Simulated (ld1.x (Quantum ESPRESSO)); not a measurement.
# What one change does to a pseudopotential (S (Z = 16), TM semilocal)

ld1.x (Quantum ESPRESSO) 7.5 input, shortened:

```
&input
   title='S', zed=16., rel=1, dft='PZ', iswitch=3,
   config='[Ne] 3s2 3p4'
 /
 &inputp
   pseudotype=1, tm=.true., lloc=0,
   nlcc=.false.
 /
2
3P  2  1   4.00   0.00  1.40  1.40  0.0
3S  1  0   2.00   0.00  1.45  1.45  0.0
 &test
   configts(1)='3s2 3p4'
 /
```

Change: all radii scaled by about 1.05 (s 1.52, p 1.48 bohr).

Cutoffs: the cutoffs (Ry, on a coarse ladder) from which the occupation-weighted sum of valence levels, in a spherical-Bessel basis at the reference potential, stays within 10 and 1 mRy of its value at 400 Ry; they do not see the model core or the augmentation charge, which bear on the density cutoff. Errors are all-electron minus pseudo energies relative to the spin-unpolarised reference configuration.

Q: Predict the effect on cutoff, ghosts and configuration errors.

A: The potential gets neither clearly harder nor softer (40 Ry and 60 Ry → 40 Ry and 60 Ry); of the 9 tests that both files solve, the error grows in 0 and shrinks in 2 by more than 15 % and 0.3 meV (median size 32.2 → 33.1 meV); neither file shows a bound ghost. A semilocal file is local in each channel, so a ghost entry of none says nothing of the separable form that plane-wave codes build from it.

```tsv
quantity	base	changed
cutoff, loose	40 Ry	40 Ry
cutoff, tight	60 Ry	60 Ry
bound ghosts	none	none
error for 3s2 3p3, meV [ΔE 11.86 eV]	+3.9	+3.9
error for 3s2 3p2, meV [ΔE 34.24 eV]	+32	+33
error for 3s2 3p1, meV [ΔE 68.39 eV]	+125	+130
error for 3s1 3p5, meV [ΔE 10.24 eV]	+2.1	+1.5
error for 3s2 3p0, meV [ΔE 115.38 eV]	+355	+373
error for 3s1 3p4, meV [ΔE 22.66 eV]	+10	+8.7
error for 3s0 3p6, meV [ΔE 20.61 eV]	+9.4	+7.1
error for 3s2 3p4 (spin-polarised), meV [ΔE -0.71 eV]	+62	+63
error for 3s2 3p3 (spin-polarised), meV [ΔE 9.90 eV]	+198	+200
```
